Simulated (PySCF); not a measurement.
Stepwise substitution at one centre (Al OH-SiH3). All species are isolated molecules in the gas phase. One relaxed conformer stands for each flexible species; it need not be the lowest. Strings in code marks are SMILES.

All values below come from B3LYP-D3(BJ)/def2-TZVP (PySCF). All candidates: neutral, multiplicity 1. B3LYP has the VWN-RPA correlation part, as in Gaussian. Excitations are Tamm–Dancoff values on a coarser integration grid. The basis has no diffuse functions, so Rydberg states are missing or too high.

```
Item                    Value
-------------------  --------
HOMO–LUMO gap         4.92 eV
T1 excitation (TDA)   3.38 eV
LUMO                 -2.00 eV
```

Task: Say which member has these values.
A. `[OH][Al]([OH])[SiH3]` (H–O–Al–Si torsion 180°, Si–Al–O–H torsion -180°)
B. `[SiH3][Al]([SiH3])[SiH3]`
C. `[OH][Al]([OH])[OH]`
D. `[OH][Al]([SiH3])[SiH3]` (H–O–Al–Si torsion 180°)

Result: D, `[OH][Al]([SiH3])[SiH3]` (H–O–Al–Si torsion 180°). The others give `[OH][Al]([OH])[OH]`: 7.93 eV, 6.41 eV, -0.80 eV; `[SiH3][Al]([SiH3])[SiH3]`: 4.34 eV, 2.86 eV, -2.77 eV; `[OH][Al]([OH])[SiH3]` (H–O–Al–Si torsion 180°, Si–Al–O–H torsion -180°): 6.96 eV, 5.03 eV, -0.87 eV
